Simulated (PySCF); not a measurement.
# Shapes and spin states of HCoN

These are results of PBE0/[Co def2-TZVP, N def2-TZVP, H def2-TZVP], no relativity, density fitting, PySCF, not measurements.

Relaxations began from a few typed shapes and spin states; open shells are unrestricted. The search is not exhaustive: other isomers or separated fragments can lie lower, and high-lying points may rest on an excited occupation.

**Question.** Which is the lowest minimum found?
A. quartet Cs: Co–H 1.499 Å, Co–N 1.571 Å; H–Co–N 99.0°
B. broken-symmetry Ms = 1/2 (⟨S²⟩ 1.89) Cs: Co–H 1.495 Å, Co–N 1.630 Å; H–Co–N 102.7°
C. quartet (⟨S²⟩ 4.43) C∞v: Co–H 1.613 Å, Co–N 1.742 Å; H–Co–N 180.0°
D. sextet C∞v: Co–H 1.560 Å, Co–N 1.761 Å; H–Co–N 180.0°
E. broken-symmetry Ms = 1/2 (⟨S²⟩ 2.57) C∞v: Co–H 1.602 Å, Co–N 1.836 Å; H–Co–N 180.0°
F. quartet Cs: Co–H 1.534 Å, Co–N 1.573 Å; H–Co–N 103.4°
G. sextet Cs: Co–H 1.566 Å, Co–N 1.866 Å; H–Co–N 144.4°

**Answer.** A. The others lie at 19.4 (quartet Cs), 38.1 (broken-symmetry Ms = 1/2 Cs), 40.4 (broken-symmetry Ms = 1/2 C∞v), 52.5 (sextet Cs), 72.1 (quartet C∞v, a saddle point), 72.3 (sextet C∞v, a saddle point) kJ/mol above it.

For the lowest minimum: open d and f shells are described by one determinant, and the ground state may have another occupation or spin.

The electron or spin density has lower symmetry than the nuclear frame for the broken-symmetry Ms = 1/2 (⟨S²⟩ 2.57) C∞v at 40.4 kJ/mol, quartet (⟨S²⟩ 4.43) C∞v at 72.1 kJ/mol, sextet C∞v at 72.3 kJ/mol.
